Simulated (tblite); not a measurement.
H₉NO₃Si₃.
SMILES with atom numbers: `[NH2:1][SiH2:2][O:3][Si@@H:4]([OH:5])[O:6][SiH3:7]` (hydrogens: H8, H9 on N1; H10, H11 on Si2; H12 on Si4; H13 on O5; H14, H15, H16 on Si7)

Computed with GFN2-xTB (tblite), gas phase: L-BFGS steps from a force-field or distance-geometry start until the largest atomic force falls under 0.01 eV/Å.

Geometry at step 221:
```
atom  x, y, z in Å
N1     -1.8189    0.9904   -0.2883
Si2    -1.9938   -0.5541    0.4566
O3     -0.6464   -1.4184    0.1770
Si4     0.8552   -1.4031   -0.4203
O5      0.8472   -1.0149   -1.9949
O6      1.7784   -0.3196    0.3478
Si7     2.0003    1.2433    0.7009
H8     -0.9048    1.4233   -0.2593
H9     -2.5403    1.6856   -0.1678
H10    -2.1725   -0.5792    1.9123
H11    -3.0682   -1.2395   -0.2646
H12     1.4252   -2.6984   -0.1336
H13     0.0326   -1.0919   -2.4973
H14     3.2556    1.2484    1.4441
H15     0.8730    1.7156    1.5150
H16     2.0699    2.0216   -0.5390
```

**Question.** Give the atomic forces at this geometry.

**Answer.** 
| atom | Fx (eV/Å) | Fy (eV/Å) | Fz (eV/Å) |
| --- | --- | --- | --- |
| N1 | 0.047 | 0.067 | 0.032 |
| Si2 | 0.006 | -0.029 | -0.029 |
| O3 | -0.035 | 0.075 | -0.009 |
| Si4 | -0.060 | 0.007 | -0.004 |
| O5 | -0.244 | -0.020 | -0.123 |
| O6 | -0.015 | 0.024 | -0.019 |
| Si7 | 0.003 | -0.035 | -0.008 |
| H8 | -0.142 | -0.025 | -0.011 |
| H9 | 0.097 | -0.079 | -0.014 |
| H10 | 0.044 | 0.005 | -0.019 |
| H11 | 0.028 | 0.007 | 0.009 |
| H12 | 0.008 | 0.000 | -0.003 |
| H13 | 0.267 | 0.000 | 0.175 |
| H14 | -0.003 | -0.016 | -0.005 |
| H15 | 0.006 | 0.006 | 0.012 |
| H16 | -0.006 | 0.012 | 0.014 |

The largest, 0.32 eV/Å, acts on H13; the rms over all components is 0.071 eV/Å. The forces sum to zero within rounding, as they must for an isolated molecule in no field.

**Question.** Give the force on H13 in Eh/bohr and in nN.

**Answer.** 0.319 eV/Å ÷ 51.422 = 0.00621 Eh/bohr, and 0.319 eV/Å × 1.602 = 0.51 nN.

**Question.** How far is this geometry from the end of the optimisation?

**Answer.** 0.024 eV above it, and 0.313 Å rms away after alignment. The bonds farthest from their final lengths, with half the difference of the two atoms' forces along the bond (positive lengthens):

```tsv
bond	now (Å)	final (Å)	force along bond (eV/Å)
O5–H13	0.960	0.953	-0.30
Si2–H11	1.464	1.460	-0.03
N1–H8	1.012	1.008	-0.11
Si4–O6	1.617	1.614	+0.01
O3–Si4	1.616	1.613	-0.01
O6–Si7	1.618	1.614	-0.03
```

The angle farthest from its final value is Si4–O6–Si7, 146.0° against 150.1°.

What follows is the cost of the whole relaxation. The run took 4.0 s on Arm Neoverse N1, one thread, shared host with 64 logical CPUs at a one-minute load of 56.
